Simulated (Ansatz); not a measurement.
Basis sets compared for BiI3. The state is a singlet with charge 0. Geometry PBE-D4/def2-SVP. Ansatz on 4 threads of Arm Neoverse V1 on a shared host; times are rough, and most runs start from earlier orbitals.

```csv
atom,x (Å),y (Å),z (Å)
Bi1,0.037,0.537,0.802
I2,-2.454,0.443,-0.570
I3,0.615,-2.236,1.080
I4,1.802,1.256,-1.312
```

In the def2 sets Bi, I take a core potential; there is no spin–orbit coupling.

Binding counts from free atoms (Bi quartet, I doublet) in the same basis, without a counterpoise term.

| level | functions | energy (Eh) | HOMO (eV) | LUMO (eV) | binding per atom (eV) | wall time |
| --- | --- | --- | --- | --- | --- | --- |
| PBE-D4/def2-SVP | 104 | -1107.8783 | -6.41 | -3.82 | 1.90 | 1 s |
| PBE0-D4/def2-SVP | 104 | -1107.9229 | -7.57 | -3.31 | 1.74 | 1.9 s |

**Question.** Estimate the rows for PBE-D4/def2-TZVP, PBE0-D4/def2-TZVP (with forces).

**Answer.** 
| level | functions | energy (Eh) | HOMO (eV) | LUMO (eV) | binding per atom (eV) | wall time |
| --- | --- | --- | --- | --- | --- | --- |
| PBE-D4/def2-TZVP | 200 | -1107.9198 | -6.49 | -3.82 | 1.95 | 1.9 s |
| PBE0-D4/def2-TZVP (with forces) | 200 | -1107.9623 | -7.61 | -3.25 | 1.80 | 5.5 s |
